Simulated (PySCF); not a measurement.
Molecule: `FC(/C(=C\C)[SiH3])=O`, C$_{4}$H$_{7}$FOSi.

Bonds (- single, = double, # triple, : aromatic): C1-C2, C2=C3, C3-Si4, C3-C5, C5=O6, C5-F7. C1 carries H8, H9, H10; C2 carries H11; Si4 carries H12, H13, H14. Stereochemistry as in C/C=C(/[SiH3])C(=O)F.

Frames of a GFN2-xTB Langevin trajectory at 200 K; GIAO PBE0/pcSseg-1 shieldings in PySCF 2.14.0 with density-fitted response routines, gas phase, non-relativistic; equivalent atoms averaged within each frame.

Referencing at the same level of theory: 13C (σref 186.93), 29Si (σref 349.16), 1H (σref 31.72) vs TMS; H2O for 17O (σref 336.08); 19F (σref 170.95) against CFCl3. The references are static minima.

Question: How do the shifts (ppm) fluctuate along the trajectory?

Answer: 
```csv
time (fs),C2,C5,C3,C1,Si4,O6,F7,H11,H12/H13/H14,H8/H9/H10
optimised geometry,182.5,165.3,128.2,23.6,-69.4,450.1,64.5,7.86,4.29,2.56
250,177.6,159.7,124.5,22.5,-68.3,424.5,58.8,7.82,4.30,2.50
425,192.8,166.6,134.2,25.5,-71.9,428.2,87.0,8.40,4.56,2.92
625,184.1,163.6,126.0,20.2,-70.4,429.3,74.0,7.89,4.37,2.60
800,179.0,173.9,122.5,22.6,-68.5,464.3,71.9,7.67,4.45,2.96
1000,174.5,164.8,132.5,26.8,-72.1,426.0,34.2,7.03,4.31,2.98
mean of frames,181.6,165.7,127.9,23.5,-70.2,434.5,65.2,7.76,4.40,2.79
standard deviation,7.2,5.2,5.1,2.6,1.8,16.8,20.0,0.49,0.11,0.23
```

5 frames give an uncertainty of the mean of about the standard deviation over 2.2 at best, since frames this close in time may not be independent; classical motion lacks zero-point vibration, and the reference would need the same averaging.
